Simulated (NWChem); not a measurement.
**Polarisability of H2Sb (+1)**

```
Sb
H 1 1.7162
H 1 1.7162 2 90.14
```
Charge +1, spin multiplicity 1.

The numbers come from NWChem runs, not from measurements. Structure: optimised with PBE0/def2-SVP with def2 effective core potentials on Sb, a minimum by its harmonic frequencies.

Basis set: def2-SVPD. Static limit.

Effective core potentials replace the inner electrons of Sb; spin-orbit coupling is left out. The correlated methods keep 4 core orbitals frozen. B3LYP has NWChem's definition, with VWN1-RPA local correlation. The spin multiplicity of the parent species was assumed, not shown to be that of its ground state. The structure started from a generated list of species. Coupled-cluster values serve here as a point of comparison, not as the truth.

Question: For the isotropic polarisability, HF gives 31.31 bohr³ and CCSD linear response gives 30.88 bohr³. What do B3LYP, BHandHLYP, PBE give?

Answer: B3LYP: 30.58 bohr³; BHandHLYP: 30.65 bohr³; PBE: 30.67 bohr³.
